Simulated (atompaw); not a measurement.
# An all-electron radial function and its pseudo partner (scandium (Sc))

Columns: radius, all-electron u(r) and pseudo u(r) of the 3d shell (level -3.53 eV) of scandium in the configuration [Ne] 3s2 3p6 3d1 4s1.75 4p0.25; PBE, scalar-relativistic, PAW (atompaw) scheme, atompaw 4.2.0.5.

| r (bohr) | all-electron | pseudo |
| --- | --- | --- |
| 0.098 | 0.0227 | 0.0004 |
| 0.196 | 0.1058 | 0.0032 |
| 0.294 | 0.2216 | 0.0105 |
| 0.392 | 0.3411 | 0.0240 |
| 0.490 | 0.4485 | 0.0451 |
| 0.588 | 0.5373 | 0.0742 |
| 0.687 | 0.6076 | 0.1116 |
| 0.785 | 0.6581 | 0.1557 |
| 0.883 | 0.6911 | 0.2053 |
| 0.981 | 0.7094 | 0.2584 |
| 1.079 | 0.7160 | 0.3128 |
| 1.177 | 0.7134 | 0.3659 |
| 1.275 | 0.7041 | 0.4154 |
| 1.373 | 0.6897 | 0.4590 |
| 1.471 | 0.6718 | 0.4951 |
| 1.569 | 0.6515 | 0.5225 |
| 1.667 | 0.6298 | 0.5407 |
| 1.765 | 0.6072 | 0.5496 |
| 1.863 | 0.5843 | 0.5501 |
| 1.962 | 0.5612 | 0.5431 |
| 2.060 | 0.5386 | 0.5304 |
| 2.158 | 0.5165 | 0.5136 |
| 2.256 | 0.4951 | 0.4945 |
| 2.354 | 0.4744 | 0.4744 |
| 2.452 | 0.4545 | 0.4545 |
| 2.550 | 0.4354 | 0.4354 |

Problem. How many radial nodes do the two functions have?

Solution. The all-electron 3d function has n − l − 1 = 0; the pseudo-wave has 0.

Problem. Is the pseudo-wave norm-conserving?

Solution. No, it belongs to a PAW set: the norm inside the radius is not constrained, and the difference is carried by the augmentation charge.
